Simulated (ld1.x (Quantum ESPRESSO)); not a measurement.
# Au (Z = 79): one change to a TM potential, before and after

ld1.x (Quantum ESPRESSO) 7.5 input, shortened:

```
&input
   title='Au', zed=79., rel=1, dft='PBE', iswitch=3,
   config='[Xe] 4f14 5d10 6s1 6p0'
 /
 &inputp
   pseudotype=2, tm=.true., lloc=-1, rcloc=1.65,
   nlcc=.false.
 /
3
6S  1  0   1.00   0.00  1.70  1.70  0.0
5P  2  1   6.00   0.00  1.60  1.60  0.0
5D  3  2  10.00   0.00  2.40  2.40  0.0
 &test
   configts(1)='5p6 5d10 6s1 6p0'
 /
```

All-electron outer shells of the reference configuration (PBE, scalar-relativistic, ld1.x):

| shell | level (eV) | outermost node (bohr) | outermost maximum (bohr) |
| --- | --- | --- | --- |
| 5s | -108.37 | 0.48 | 0.84 |
| 4f | -81.12 | – | 0.37 |
| 5p | -59.78 | 0.52 | 0.96 |
| 5d | -6.88 | 0.56 | 1.21 |
| 6s | -5.76 | 1.11 | 2.32 |
| 6p | -0.77 | 1.32 | 3.64 |

Change: all radii scaled by about 1.14 (s 1.94, p 1.82, d 2.74 bohr); local potential all-electron potential smoothed inside 1.88 bohr (lloc = -1).

Cutoffs: the cutoffs (Ry, on a coarse ladder) from which the occupation-weighted sum of valence levels, in a spherical-Bessel basis at the reference potential, stays within 10 and 1 mRy of its value at 400 Ry; they do not see the model core or the augmentation charge, which bear on the density cutoff. Errors are all-electron minus pseudo energies relative to the spin-unpolarised reference configuration.

Question: Predict the effect on cutoff, ghosts and configuration errors.

Answer: The potential gets softer (55 Ry and 90 Ry → 35 Ry and 60 Ry); the bound ghosts move from p, s to s; the number of tests that count goes from 6 to 7; of the 6 tests that both files solve, the error grows in 5 and shrinks in 1 by more than 15 % and 0.3 meV (median size 14.1 → 14.2 meV). A larger radius leaves more room for a smooth pseudo-wave, so fewer plane waves are needed.

```tsv
quantity	base	changed
cutoff, loose	55 Ry	35 Ry
cutoff, tight	90 Ry	60 Ry
loose cutoff by channel (10 mRy a level)	s 25 Ry, p 40 Ry, d 30 Ry	s 15 Ry, p 30 Ry, d 30 Ry
bound ghosts	p, s	s
tests counted (converged, no solver errors)	6 of 7	7 of 7
error for 5p6 5d10 6s0 6p0, meV [ΔE 9.41 eV]	-5.3	-8.2
error for 5p6 5d9 6s0 6p0, meV [ΔE 30.62 eV]	-8.1	-20
error for 5p6 5d8 6s0 6p0, meV [ΔE 64.49 eV]	-20	+7.8
error for 5p6 5d7 6s0 6p0, meV [ΔE 112.21 eV]	-46	+152
error for 5p5 5d10 6s1 6p0, meV [ΔE 66.11 eV]	-289	-367
error for 5p6 5d10 6s0.5 6p0, meV [ΔE 3.77 eV]	-1.8	-2.2
```

Base: Tests not counted: 5p6 5d10 6s0 6p1 (solver errors, printed error -2.3 eV). Changed file: ld1.x printed “convergence not achieved” for 2 of the counted tests; their residual had stalled under 1e-8, short of the target of 1e-14. A true bound ghost makes a file unfit for plane-wave use even where its test errors are small: the radial tests pick states by their node count and pass the ghost by. Where a test does run into it, the solver fails or the error is huge.
